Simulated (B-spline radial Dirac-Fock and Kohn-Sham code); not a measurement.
X-ray form factors of neodymium in several charge states

These are calculated numbers from a radial finite-basis atomic code; the model is relativistic Hartree-Fock (Dirac-Fock) wave functions, averaged over the configuration.

Configurations: Nd⁴⁶⁺ [Ne] 3s2 3p2; Nd⁴⁸⁺ [Ne] 3s2; Nd⁴⁹⁺ [Ne] 3s1; Nd⁵⁰⁺ [He] 2s2 2p6; Nd⁵¹⁺ [He] 2s2 2p5. The first column is f₀ of Nd⁴⁶⁺, the others are differences from it.

```csv
s (Å⁻¹),Nd⁴⁶⁺,Δ Nd⁴⁸⁺,Δ Nd⁴⁹⁺,Δ Nd⁵⁰⁺,Δ Nd⁵¹⁺
0,14.000,-2.000,-3.000,-4.000,-5.000
0.1,13.975,-1.991,-2.986,-3.981,-4.980
0.2,13.901,-1.962,-2.943,-3.924,-4.921
0.3,13.779,-1.916,-2.873,-3.832,-4.825
0.4,13.612,-1.853,-2.778,-3.705,-4.693
0.5,13.404,-1.775,-2.660,-3.548,-4.529
0.7,12.876,-1.580,-2.367,-3.157,-4.121
0.9,12.236,-1.350,-2.019,-2.694,-3.636
1.1,11.525,-1.105,-1.648,-2.198,-3.112
1.4,10.413,-0.746,-1.105,-1.472,-2.338
```
